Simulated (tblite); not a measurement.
Species: C2H9NSi3.
Cartesian coordinates in Å at the GFN2-xTB level; atoms count from 1:
```xyz
15
C2H9NSi3 angstrom
N      2.825    1.669    0.316
C      2.312    0.735    0.738
Si     1.426   -0.794    1.347
Si    -0.074   -1.468   -0.283
C     -0.713    0.017   -1.285
Si    -1.637    1.348   -0.288
H      2.529   -1.719    1.638
H      0.860   -0.362    2.630
H     -1.218   -2.165    0.326
H      0.549   -2.433   -1.206
H     -1.367   -0.349   -2.077
H      0.133    0.491   -1.786
H     -0.706    1.968    0.656
H     -2.735    0.715    0.450
H     -2.188    2.354   -1.198
```

Computed with GFN2-xTB (tblite): harmonic, unscaled wavenumbers at the GFN2-xTB geometry, gas phase. This tight-binding method is rough: wavenumbers can miss measured ones by several per cent, in bad cases by 10 to 20. Modes of hydrogen on silicon can be 10 to 20 % off. One conformer, not necessarily the lowest.

Harmonic wavenumbers (cm⁻¹): 25.8, 54.7, 62.3, 106.2, 138.1, 195.1, 252.8, 312.1, 355.9, 428.1, 446.1, 494.5, 515.4, 550.6, 582.8, 605.3, 634.0, 674.0, 706.7, 734.5, 782.7, 788.6, 790.1, 797.7, 817.6, 819.6, 1021.3, 1135.1, 1453.2, 2164.5, 2185.7, 2210.0, 2222.2, 2241.1, 2258.9, 2259.9, 2341.0, 2963.3, 2973.7.

A = 2038, B = 1190, C = 889.1 MHz; mass 131.004 u (most abundant isotopes); point group C1, symmetry number 1.

Question: What is the zero-point energy?

Answer: ½Σν̃ = 20051 cm⁻¹ = 239.86 kJ/mol.

Question: Entropy at 298.15 K, 1 bar (ideal gas, RRHO, classical rotation)?

Answer: Translation 169.66, rotation 122.97, vibration 145.75: S = 438.4 J/(mol K).

Question: And Cp and H(298.15 K) − H(0)?

Answer: Cp = 172.01 J/(mol K), of which vibrations give 138.75 (their classical limit is 39 R = 324.3); H(298.15 K) − H(0) = 31.54 kJ/mol without the zero-point energy, 21.63 from vibrations.

Question: Blend soft modes into free rotors: weight 1/[1 + (100 cm⁻¹/ν̃)⁴] for the oscillator and the rest for a rotor with moment μB/(μ + B), μ = h/(8π²ν), B = 10⁻⁴⁴ kg m². What vibrational entropy results?

Answer: 128.14 J/(mol K) in place of 145.75, which changes −T·S at 298.15 K by +5.25 kJ/mol.

Question: How do the functions run with temperature in this model?

Answer: 
| T (K) | S (J/(mol K)) | Cp (J/(mol K)) | H − H(0) (kJ/mol) | G − H(0) (kJ/mol) | ln q(vib) |
| --- | --- | --- | --- | --- | --- |
| 50 | 256.8 | 62.4 | 2.37 | -10.47 | 1.13 |
| 100 | 306.6 | 83.4 | 6.02 | -24.64 | 2.81 |
| 373.15 | 479.7 | 196.3 | 45.39 | -133.61 | 10.97 |
| 500 | 541.6 | 226.3 | 72.31 | -198.48 | 14.48 |
| 750 | 641.5 | 266.2 | 134.24 | -346.88 | 20.74 |
| 1000 | 721.9 | 292.3 | 204.27 | -517.62 | 26.22 |

q(vib) and H(0) count from the zero-point level.

Question: Which modes carry the vibrational entropy at 298.15 K?

Answer: 25.8 cm⁻¹: 25.64; 54.7 cm⁻¹: 19.41; 62.3 cm⁻¹: 18.34; 106.2 cm⁻¹: 13.96; 138.1 cm⁻¹: 11.84; 195.1 cm⁻¹: 9.12 J/(mol K); the other 33 give 47.43 together.

Hindered rotation and anharmonicity are outside this model. Other conformers, if any are populated, would add a mixing term that is left out. The structure is chiral; the term R ln 2 for an equal mix with its mirror image is left out.
